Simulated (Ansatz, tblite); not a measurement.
Forces on TeAu2⁺ at its PBE0-D4/def2-TZVP geometry. Total charge 1; doublet.

In the def2 sets Au, Te take a core potential; there is no spin–orbit coupling. The xTB rows come from tblite. The structure comes from a short search, and lower isomers may exist.

GFN1-xTB (tblite), largest force 0.52 eV/Å:

```xyz
3
positions Å, forces eV/Å
Au   -1.237    1.334   -0.586    0.357   -0.194    0.175
Au    0.344   -1.876    0.123    0.046    0.439    0.035
Te    0.892    0.542    0.463   -0.404   -0.245   -0.210
```

GFN2-xTB (tblite), largest force 0.50 eV/Å:

```
Au -0.368 0.288 -0.177
Au 0.020 -0.500 -0.003
Te 0.348 0.211 0.181
```

PBE0-D4/def2-TZVP (Ansatz), largest force 0.02 eV/Å:

```
Au 0.011 -0.001 0.006
Au 0.005 0.011 0.003
Te -0.016 -0.010 -0.008
```
